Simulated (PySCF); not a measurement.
## Fine-structure interval along the 5-electron series

Calculated with PySCF 2.14 and a two-component X2C-1e Hamiltonian (Gaussian nucleus, no Breit or QED terms), each ion in its own even-tempered basis scaled to its charge; GMP2 freezes nothing and drops the highest virtual spinors. Values in cm⁻¹.

```tsv
ion	configuration	GHF (screened spin-orbit)	GMP2 (screened spin-orbit)	GHF (bare spin-orbit)
K¹⁴⁺	[He] 2s2 2p1	31390	30430	35024
Sc¹⁶⁺	[He] 2s2 2p1	48766	47707	53866
```

Fill in the row of Ca¹⁵⁺.

configuration: [He] 2s2 2p1; GHF (screened spin-orbit): 39345; GMP2 (screened spin-orbit): 38342; GHF (bare spin-orbit): 43670.
